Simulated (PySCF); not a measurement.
rhenium atom (Re), sextet (core potentials on Re); BHANDHLYP/def2-SVP (PySCF).

Here is a job for PySCF.
```python
from pyscf import gto, scf, dft

mol = gto.Mole()
mol.atom = '''
    Re    0.000000    0.000000    0.000000
'''
mol.basis = 'def2-svp'
mol.ecp = {'Re': 'def2-svp'}
mol.charge = 0
mol.spin = 5
mol.verbose = 4
mol.build()

mf = dft.UKS(mol)
mf.xc = 'bhandhlyp'
mf.kernel()
mf.analyze()
```

### Question
Predict the main parts of the log of this PySCF run.

### Answer

```
PySCF version 2.14.0

[INPUT] verbose = 4
[INPUT] num. atoms = 1
[INPUT] num. electrons = 15
[INPUT] charge = 0
[INPUT] spin (= nelec alpha-beta = 2S) = 5
[INPUT] symmetry False subgroup None
[INPUT] Mole.unit = angstrom
[INPUT] Symbol           X                Y                Z      unit          X                Y                Z       unit  Magmom
[...]
nuclear repulsion = 0
number of shells = 12
number of NR pGTOs = 57
number of NR cGTOs = 32
basis = def2-svp
ecp = {'Re': 'def2-svp'}

******** <class 'pyscf.dft.uks.UKS'> ********
method = UKS
initial guess = minao
damping factor = 0
level_shift factor = 0
DIIS = <class 'pyscf.scf.diis.CDIIS'>
diis_start_cycle = 1
diis_space = 8
diis_damp = 0
SCF conv_tol = 1e-09
SCF conv_tol_grad = None
SCF max_cycles = 50
direct_scf = True
direct_scf_tol = 1e-13
number electrons alpha = 10  beta = 5
XC library pyscf.dft.libxc version 7.1.2
    S. Lehtola, C. Steigemann, M. J. T. Oliveira, and M. A. L. Marques,  SoftwareX 7, 1–5 (2018)
XC functionals = bhandhlyp
    A. D. Becke,  J. Chem. Phys. 98, 1372 (1993)
    Defined through Gaussian implementation.
radial grids:
    Treutler-Ahlrichs [JCP 102, 346 (1995); DOI:10.1063/1.469408] (M4) radial grids

becke partition: Becke, JCP 88, 2547 (1988); DOI:10.1063/1.454033
pruning grids: <function nwchem_prune>
grids dens level: 3
symmetrized grids: False
atomic radii adjust function: <function treutler_atomic_radii_adjust>
small_rho_cutoff = 0
Set gradient conv threshold to 3.16228e-05
tot grids = 24312
init E= -65.85036916012

cycle= 1 E= -77.9702203300795  delta_E= -12.1  |g|= 0.243  |ddm|= 5.48
cycle= 2 E= -77.9819907862712  delta_E= -0.0118  |g|= 0.128  |ddm|= 0.474
cycle= 3 E= -77.9907178229275  delta_E= -0.00873  |g|= 0.0247  |ddm|= 0.257
cycle= 4 E= -77.9912247143199  delta_E= -0.000507  |g|= 0.00411  |ddm|= 0.0498
cycle= 5 E= -77.9915572264115  delta_E= -0.000333  |g|= 0.00602  |ddm|= 0.0486
cycle= 6 E= -77.9909978482455  delta_E= 0.000559  |g|= 0.00156  |ddm|= 0.126
cycle= 7 E= -77.9909981547824  delta_E= -3.07e-07  |g|= 0.000372  |ddm|= 0.0102
cycle= 8 E= -77.9909982491668  delta_E= -9.44e-08  |g|= 7.54e-05  |ddm|= 0.00129
cycle= 9 E= -77.9909982665105  delta_E= -1.73e-08  |g|= 4.34e-05  |ddm|= 0.000377
cycle= 10 E= -77.9909982842918  delta_E= -1.78e-08  |g|= 3.96e-05  |ddm|= 0.00029
cycle= 11 E= -77.9909983006255  delta_E= -1.63e-08  |g|= 3.93e-05  |ddm|= 0.000256
cycle= 12 E= -77.990998814563  delta_E= -5.14e-07  |g|= 3.94e-05  |ddm|= 0.00847
[...]
cycle= 15 E= -77.9910002898702  delta_E= -1.38e-08  |g|= 0.000113  |ddm|= 0.000933
cycle= 16 E= -77.9910003429068  delta_E= -5.3e-08  |g|= 0.000157  |ddm|= 0.0084
cycle= 17 E= -77.9910003461362  delta_E= -3.23e-09  |g|= 0.000163  |ddm|= 0.00271
cycle= 18 E= -77.9910003512772  delta_E= -5.14e-09  |g|= 0.000139  |ddm|= 0.00119
cycle= 19 E= -77.9910003654563  delta_E= -1.42e-08  |g|= 8.16e-06  |ddm|= 0.00323
cycle= 20 E= -77.9910003670923  delta_E= -1.64e-09  |g|= 5.92e-06  |ddm|= 0.000613
cycle= 21 E= -77.9910003680266  delta_E= -9.34e-10  |g|= 5.79e-06  |ddm|= 0.000495
Extra cycle  E= -77.991000368285  delta_E= -2.58e-10  |g|= 5.81e-06  |ddm|= 2.58e-05
converged SCF energy = -77.991000368285  <S^2> = 8.7532291  2S+1 = 6.0010763
**** SCF Summaries ****
Total Energy =                         -77.991000368285029
Nuclear Repulsion Energy =               0.000000000000000
One-electron Energy =                 -133.644089305014717
Two-electron Energy =                   55.653088936729688
Two-electron Coulomb Energy =           64.105903694482450
DFT Exchange-Correlation Energy =       -8.452814757752762
**** MO energy ****
                             alpha | beta                alpha | beta
[...]
spin_pop of  0 Re 5s        0.00092
spin_pop of  0 Re 6s        0.99422
spin_pop of  0 Re 7s        0.00061
spin_pop of  0 Re 8s       -0.00012
spin_pop of  0 Re 9s        0.00011
spin_pop of  0 Re 10s        0.00471
spin_pop of  0 Re 5px       0.01171
spin_pop of  0 Re 5py       0.00962
spin_pop of  0 Re 5pz       0.00996
spin_pop of  0 Re 6px      -0.01215
spin_pop of  0 Re 6py      -0.00996
spin_pop of  0 Re 6pz      -0.01031
spin_pop of  0 Re 7px       0.00043
spin_pop of  0 Re 7py       0.00038
spin_pop of  0 Re 7pz       0.00039
spin_pop of  0 Re 5dxy      0.66276
spin_pop of  0 Re 5dyz      0.65493
spin_pop of  0 Re 5dz^2     0.66154
spin_pop of  0 Re 5dxz      0.57305
spin_pop of  0 Re 5dx2-y2    0.15375
spin_pop of  0 Re 6dxy      0.33648
spin_pop of  0 Re 6dyz      0.32508
spin_pop of  0 Re 6dz^2     0.33103
spin_pop of  0 Re 6dxz      0.28150
spin_pop of  0 Re 6dx2-y2    0.01944
spin_pop of  0 Re 5f-3      0.00000
spin_pop of  0 Re 5f-2     -0.00005
spin_pop of  0 Re 5f-1     -0.00003
spin_pop of  0 Re 5f+0      0.00000
spin_pop of  0 Re 5f+1     -0.00001
spin_pop of  0 Re 5f+2      0.00001
spin_pop of  0 Re 5f+3     -0.00000
In total            10.00000 | 5.00000
Dipole moment(X, Y, Z, Debye): -0.00000, -0.00000, -0.00000
```
